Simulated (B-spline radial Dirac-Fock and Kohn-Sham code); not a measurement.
Elastic scattering of 50 eV electrons by the Eu atom

Level of theory: relativistic (Dirac) partial waves in the static field of the Dirac-Fock atom with Furness-McCarthy exchange, without polarisation or absorption potentials; an atomic code on a B-spline grid. Below a few hundred eV the neglected polarisation potential matters, most of all at small angles.

```
θ (°)  dσ/dΩ (a₀²/sr)  Sherman function
    0             190             0.000
    1             190             0.000
    2             187             0.001
    3             182             0.001
    5             169             0.002
    7             151             0.002
   10             120             0.004
   15            71.8             0.008
   20            39.5             0.016
   25            21.7             0.026
   30            12.5             0.038
   40            4.80             0.051
   50            1.69             0.038
   60           0.366            -0.112
   70           0.195            -0.458
   80           0.603            -0.183
   90           0.991            -0.120
  100            1.09            -0.105
  110           0.964            -0.100
  120           0.698            -0.092
  130           0.348            -0.091
  140          0.0535            -0.174
  150          0.0737            -0.011
  160           0.522            -0.002
  170            1.13            -0.001
  180            1.41             0.000
```

Question: What integrated cross sections go with this distribution?

Answer: The total elastic cross section is 58.4 a₀², the first transport cross section 10.6 a₀² and the second, weighted with (3/2) sin²θ, 16.9 a₀². The mean deflection is ⟨1 − cos θ⟩ = 0.181, and 7.2 % of the collisions scatter beyond 90°.

On this grid of angles the cross section has minima near 70°, 140°, from interference among the few low partial waves with large phase shifts.

Phase shifts modulo π (rad) for κ = −1 to −5: 0.837, 1.546, -1.527, 0.690, 0.658.

Values without a named source are computed, but for edge energies of neutral atoms, which are taken from tables.
